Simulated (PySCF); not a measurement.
This PySCF input asks for the NMR shieldings of `C(=C)B1OCOC=C1[SiH3]`, C5H9BO2Si; the geometry comes from GFN2-xTB.

```python
import basis_set_exchange as bse
import numpy as np
from pyscf import gto, dft
from pyscf.prop import nmr

atoms = """
C     3.015423   -0.108407    0.321023
C     1.795291   -0.611246    0.165498
B     0.502427    0.244946   -0.010786
O     0.615537    1.599736   -0.016031
C    -0.518731    2.373985   -0.220614
O    -1.706334    1.866354    0.328709
C    -1.895637    0.522558    0.207525
C    -0.931823   -0.368187   -0.060423
Si   -1.337754   -2.190444   -0.212050
H     3.173983    0.957579    0.339404
H     3.894229   -0.725439    0.435904
H     1.684267   -1.690434    0.155303
H    -0.660769    2.506044   -1.312936
H    -0.363918    3.355539    0.244695
H    -2.935604    0.283212    0.397014
H    -0.806363   -2.698911   -1.481360
H    -0.738857   -2.950598    0.890169
H    -2.794127   -2.359970   -0.182699
"""
names = dict.fromkeys(["C", "B", "O", "Si", "H"], "pcSseg-1")
basis = {el: gto.basis.parse(bse.get_basis(n, elements=[el], fmt="nwchem")) for el, n in names.items()}
mol = gto.M(atom=atoms, basis=basis, charge=0, verbose=0)
mf = dft.RKS(mol, xc="PBE0")
mf.grids.level = 2
mf.grids.alignment = dft.numint.BLKSIZE   # the property module wants whole blocks of grid points
mf.conv_tol = 1e-9
mf.kernel()

calc = nmr.RKS(mf)   # GIAO
C = mf.mo_coeff
Co = C[:, mf.mo_occ > 0]
resp = mf.gen_response(singlet=True, hermi=2)
def vind(x):   # induced exchange potential for any number of trial vectors
    d = np.einsum("pi,xij,qj->xpq", C, 2 * x.reshape(-1, C.shape[1], Co.shape[1]), Co, optimize=True)
    return np.einsum("xpq,pi,qj->xij", resp(d - d.transpose(0, 2, 1)), C, Co, optimize=True).ravel()
mo1, _ = nmr.rhf.solve_mo1(calc, with_cphf=vind)
sigma = calc.kernel(mo1)
for i, s in enumerate(sigma):   # ppm
    w = np.linalg.eigvalsh((s + s.T) / 2)
    print("%2d %-2s iso %8.1f  s11 %8.1f  s22 %8.1f  s33 %8.1f" % (i, mol.atom_pure_symbol(i), w.mean(), *w))
```

Question: What does it print?

Answer: 
```
 0 C  iso     41.1  s11    -86.2  s22     38.4  s33    171.3
 1 C  iso     44.2  s11    -77.8  s22     38.9  s33    171.5
 2 B  iso     67.6  s11     33.2  s22     61.2  s33    108.3
 3 O  iso    178.2  s11     20.4  s22    209.8  s33    304.3
 4 C  iso     96.2  s11     78.8  s22     97.9  s33    111.8
 5 O  iso    154.4  s11     13.1  s22    177.7  s33    272.5
 6 C  iso     13.1  s11   -106.0  s22     49.1  s33     96.1
 7 C  iso     81.0  s11    -24.1  s22     77.3  s33    189.7
 8 Si iso    423.3  s11    390.4  s22    414.4  s33    465.2
 9 H  iso     24.9  s11     21.6  s22     23.8  s33     29.4
10 H  iso     25.2  s11     22.2  s22     24.7  s33     28.6
11 H  iso     25.1  s11     21.5  s22     24.0  s33     29.8
12 H  iso     25.9  s11     21.2  s22     25.8  s33     30.7
13 H  iso     25.8  s11     21.1  s22     25.9  s33     30.3
14 H  iso     24.4  s11     20.7  s22     24.5  s33     27.9
15 H  iso     27.3  s11     24.3  s22     25.5  s33     32.2
16 H  iso     27.2  s11     24.1  s22     25.6  s33     32.1
17 H  iso     27.7  s11     24.6  s22     26.3  s33     32.1
```

These numbers come from an equivalent density-fitted implementation of the same equations, which agrees with the script to about 0.01 ppm for H and up to a few tenths of a ppm for heavy atoms, so last digits may differ.

Size and cost of the density-fitted run: 205 basis functions, 65 s wall time on 1 thread of an Arm Neoverse N1, shared host; peak memory 0.93 GiB.
